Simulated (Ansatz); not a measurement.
Basis-set series for `[NH2][Sb]1[CH2][SiH]1Cl`. Total charge 0; spin multiplicity 1. Sb: def2 effective core potential. Geometry: relaxed with PBE0-D4/def2-TZVP. It is one conformer, not always the lowest.

```csv
functional,basis,functions,energy (Eh),HOMO (eV),LUMO (eV)
PBE0-D4,def2-SVP,115,-1085.15879,-6.34,-0.86
PBE0-D4,def2-QZVPP,486,-1085.58071,-6.45,-1.19
ωB97M-V,def2-SVP,115,-1085.39754,-8.28,0.98
ωB97M-V,def2-QZVPP,486,-1085.82187,-8.39,0.44
```

Give the rows for def2-TZVPP. (Best estimate.)

Computed: 
```
functional       basis  functions  energy (Eh)  HOMO (eV)  LUMO (eV)
   PBE0-D4  def2-TZVPP        266  -1085.54950      -6.43      -1.12
   ωB97M-V  def2-TZVPP        266  -1085.79216      -8.36       0.59
```

Positive LUMOs are unbound and depend on the basis.
